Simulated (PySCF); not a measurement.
CH6GeS, SMILES [GeH3][S]C.

The structure is a stationary point at TPSSh-D3(BJ)/def2-SVP.

Two levels are set side by side: TDA-PBE/def2-SVPD (PySCF) and TDA-ωB97X/def2-SVPD (PySCF). Vertical, same geometry. The lowest singlet is HOMO→LUMO 99 % with PBE and HOMO→LUMO 68 %, HOMO→LUMO+2 10 % with the other functional; states are paired by order. Differences are taken from unrounded values.

| quantity | TDA-PBE |
|---|---|
| lowest singlet excitation (eV) | 4.77 |
| lowest triplet excitation (TDA) (eV) | 4.39 |
| first bright state (f over 0.05) (eV) | 6.84 |
| its oscillator strength | 0.10 |

Task: These are the TDA-PBE values. What does TDA-ωB97X give? (An estimate is asked for; the answer gives what the named calculation found.)

Result: 
```
quantity                               TDA-ωB97X  TDA-PBE minus TDA-ωB97X
-------------------------------------  ---------  -----------------------
lowest singlet excitation (eV)              5.55                    -0.78
lowest triplet excitation (TDA) (eV)        5.16                    -0.77
first bright state (f over 0.05) (eV)       8.03                    -1.19
its oscillator strength                     0.20                    -0.10
```

Functionals without exact exchange tend to place singlet excitations lower, as here. Differences between two approximate levels are no errors against the true value.

Rough cost on one machine, each run with all the roots and properties that it gave: TDA-ωB97X against TDA-PBE about 3 times.
